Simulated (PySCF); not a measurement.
**How methods differ on the ionisation energy of Ti**

Ti [Ar] 3d2 4s2 (3F) → Ti⁺ [Ar] 3d2 4s1 (4F), as a difference of total energies. Calculation: PySCF 2.14, in def2-SVP; no relativity, point nucleus. Correlated levels: valence: [Ar] frozen. The calculations carry no spin-orbit coupling.

```tsv
method	ionisation energy (eV)	difference from reference (eV)
UHF	5.529	-1.299
MN15	6.909	+0.081
r2SCAN	6.364	-0.464
MP2 (valence)	6.134	-0.694
SCS-MP2 (valence)	6.252	-0.576
```

Reference: 6.828 eV (measured; NIST levels, between the centres of gravity of the two terms).

These non-relativistic numbers lack the scalar-relativistic shift.

Errors of the correlated levels include the incompleteness of this basis and the frozen core.

MP2 underrates the near-degeneracy of ns² with np² in the lower species.
